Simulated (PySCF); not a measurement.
Compound: C8H13PSi.
Atom-mapped SMILES: `[CH3:1][Si:2]([CH3:3])([CH3:4])[c:5]1[cH:6][cH:7][cH:8][p:9][cH:10]1`

Geometry (GFN2-xTB, Å), atoms numbered from 1 in this order:
```
atom  x, y, z in Å
C1    -1.7040   -0.0800    1.7537
Si2   -1.1257   -0.0540   -0.0647
C3    -1.9192   -1.5073   -1.0065
C4    -1.6299    1.5915   -0.8891
C5     0.7768   -0.1739   -0.0885
C6     1.5125    0.8178    0.5575
C7     2.8956    0.8422    0.6108
C8     3.6988   -0.1152    0.0280
P9     3.1197   -1.4892   -0.8556
C10    1.4110   -1.2224   -0.7333
H11   -1.2870    0.7510    2.3142
H12   -2.7855   -0.0103    1.8194
H13   -1.4013   -0.9955    2.2533
H14   -1.6116   -1.5273   -2.0476
H15   -3.0017   -1.4244   -0.9887
H16   -1.6590   -2.4637   -0.5632
H17   -2.7092    1.7096   -0.8949
H18   -1.2866    1.6412   -1.9183
H19   -1.2098    2.4433   -0.3631
H20    0.9719    1.6161    1.0466
H21    3.3732    1.6587    1.1395
H22    4.7735   -0.0147    0.1205
H23    0.7928   -1.9665   -1.2201
```

Probes without a nucleus sit at each ring's centroid and 1 Å off its mean plane on both sides; NICS is minus the shielding there, NICSzz its component along the normal. Level: GIAO PBE0/pcSseg-1 (PySCF, non-relativistic, gas phase) on the GFN2-xTB geometry, one conformer.

Ring bond lengths (Å), with Mayer bond orders in brackets: C5–C6 1.394 (1.42), C6–C7 1.384 (1.46), C7–C8 1.379 (1.46), C8–P9 1.733 (1.31), P9–C10 1.734 (1.32), C10–C5 1.385 (1.46).

Give the NICS values of each ring in ppm.

```csv
ring,type,NICS(0),"NICS(1), two faces","NICS(1)zz, two faces",rms pucker (Å),"centre to ring atoms, mean (Å)"
C5–C6–C7–C8–P9–C10,6-membered ring with P; formal bonds all aromatic,-6.8,-10.5 / -10.5,-26.2 / -26.2,0.00,1.49
```

What can be read from them?

- C5–C6–C7–C8–P9–C10: mean NICS(1)zz -26.2 ppm, shielded.

What does the geometric index give? Use HOMA with the parameters of Krygowski (1993).

- C5–C6–C7–C8–P9–C10: HOMA 0.94; the largest term is that of P9–C10, α(R − Ropt)² = 0.15.

How shielded are the nuclei of the rings and their hydrogens (means over atoms taken as equivalent)?

| atoms | environment | σ isotropic (ppm) | principal values of the symmetric part, first atom (ppm) |
| --- | --- | --- | --- |
| C5 | substituted aromatic carbon | 35.1 | -57.4, -31.9, 194.7 |
| C6 | aromatic CH carbon | 48.5 | -60.1, 28.6, 177.0 |
| C7 | aromatic CH carbon | 50.5 | -65.0, 36.0, 180.3 |
| C8 | aromatic CH carbon | 20.6 | -149.1, 27.6, 183.3 |
| P9 | phosphorus bonded to 2 C | 87.9 | -193.0, -71.3, 527.9 |
| C10 | aromatic CH carbon | 17.1 | -157.6, 28.0, 180.7 |
| H20 | aromatic hydrogen | 23.87 | 19.3, 21.8, 30.5 |
| H21 | aromatic hydrogen | 23.57 | 19.1, 24.2, 27.4 |
| H22 | aromatic hydrogen | 22.45 | 19.9, 20.6, 26.9 |
| H23 | aromatic hydrogen | 22.41 | 17.3, 18.9, 31.0 |
